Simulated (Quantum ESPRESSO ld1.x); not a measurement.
Q: The mean radii <r> (bohr) of the occupied orbitals of an atom or ion are listed with their occupations. All-electron calculation, scalar-relativistic Kohn-Sham, LDA (Slater exchange, Perdew-Zunger correlation), spin-polarised, spherical densities, point nucleus. Program: ld1.x of Quantum ESPRESSO 7.5.

| orbital | occ. | <r> |
|---|---|---|
| 1s up | 1 | 0.04556 |
| 1s down | 1 | 0.04556 |
| 2s up | 1 | 0.2031 |
| 2s down | 1 | 0.2031 |
| 2p up | 3 | 0.1774 |
| 2p down | 3 | 0.1774 |
| 3s up | 1 | 0.5996 |
| 3s down | 1 | 0.5994 |
| 3p up | 3 | 0.6183 |
| 3p down | 3 | 0.6177 |
| 3d up | 5 | 0.6810 |
| 3d down | 5 | 0.6767 |
| 4s up | 1 | 1.933 |
| 4s down | 1 | 1.933 |
| 4p up | 3 | 2.509 |

Name the element and its charge. Open shells, if any, are filled with parallel spins first.

A: Z = 33, arsenic, charge 0: As in [Ar] 3d10 4s2 4p3. The 1s radius gives Z: for a bare nucleus <r> = (2 gamma + 1)/(2Z) with gamma = sqrt(1 - (Z/c)^2), 0.04456 bohr for Z = 33, and screening makes it slightly larger (0.04556 here). The occupations add up to 33, and the charge is Z minus that.
